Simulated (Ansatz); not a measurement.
`BC(C)(F)Cl` and `CC(F)(Cl)Cl` differ in one atom or group.

Ansatz, PBE0-D4/def2-TZVP geometries, multiplicity 1. 

| property | `BC(C)(F)Cl` |
| --- | --- |
| size of the dipole moment (B3LYP/def2-TZVPP) / D | 2.16 |
| HOMO–LUMO gap (PBE0/def2-TZVPP) / eV | 7.98 |
| LUMO energy (ωB97M-V/def2-TZVPP) / eV | 1.24 |
| size of the dipole moment (ωB97M-V/def2-TZVPP) / D | 2.17 |
| HOMO–LUMO gap (B3LYP/def2-TZVPP) / eV | 7.48 |
| LUMO energy (B3LYP/def2-TZVPP) / eV | -1.14 |

Task: What does the change do to each property? (Estimate.)

Result: The calculation gave: 
| property | `CC(F)(Cl)Cl` | shift |
| --- | --- | --- |
| size of the dipole moment (B3LYP/def2-TZVPP) / D | 1.97 | -0.19 |
| HOMO–LUMO gap (PBE0/def2-TZVPP) / eV | 8.68 | 0.70 |
| LUMO energy (ωB97M-V/def2-TZVPP) / eV | 2.08 | 0.84 |
| size of the dipole moment (ωB97M-V/def2-TZVPP) / D | 1.97 | -0.20 |
| HOMO–LUMO gap (B3LYP/def2-TZVPP) / eV | 8.12 | 0.64 |
| LUMO energy (B3LYP/def2-TZVPP) / eV | -0.47 | 0.67 |

The zero-point energy changes by -53.3 kJ/mol with -6 modes. Dipoles are sizes alone; their direction can turn.

B3LYP here is the variant with VWN-RPA as its local correlation; programs differ in this.
